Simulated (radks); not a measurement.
Question: These are the eigenvalues of the occupied orbitals of an atom or ion with whole-number occupations (hartree). Method: scalar-relativistic Kohn-Sham, PBE, spin-polarised, spherical densities, finite nucleus; Fermi nuclear charge, rms radius of each element as measured or else 0.836 A^(1/3) + 0.57 fm; computed with a radial shooting solver on a logarithmic mesh with Libxc functionals.

| orbital | eigenvalue |
|---|---|
| 1s up | -28.57945 |
| 1s down | -28.52810 |
| 2s up | -4.34350 |
| 2s down | -4.21848 |
| 2p up | -3.70770 |

Which element is it, and in what charge state? The configuration may be excited. Open shells, if any, are filled with parallel spins first.

Answer: Z = 9, fluorine, charge +4: F4+ in [He] 2s2 2p1. The list shows which subshells hold electrons but not how many an open one holds; the 1s level, -28.579 hartree, gives Z - s = 7.6 by -(Z - s)^2/2, which with screening and relativity narrows Z to a few neighbours, and the depths of the outer levels then fix element, charge and occupations together.
